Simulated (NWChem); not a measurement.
# BNH3, doublet; SMILES B[NH]

```xyz
5

B      0.0133     0.7070     0.0000
N      0.0108    -0.6296     0.0000
H     -1.0143     1.3342     0.0000
H      1.0732     1.2920     0.0000
H      0.2895    -1.5931     0.0000
```
Atoms are numbered in this order, from 1.

Computed with NWChem. Pople sets run with spherical d functions. Spin-unrestricted. In the optimisation the excess spin sits in a' (Cs, its own frame). All runs use the structure optimised with B3LYP/6-31G* (spherical d), spin-unrestricted. No stability test was run on the SCF state. Vzz is the largest principal value of the second derivative of the potential at the nucleus (NWChem prints the opposite sign); η is the asymmetry. Non-relativistic.

Question: Estimate the computed values for B3LYP/6-31G*. Quantities: Vzz B1 (a.u.); η B1; Vzz N2 (a.u.); η N2.

Answer: 
| Quantity | Value |
|---|---|
| Vzz B1 (a.u.) | 0.322 |
| η B1 | 0.19 |
| Vzz N2 (a.u.) | -0.656 |
| η N2 | 0.73 |
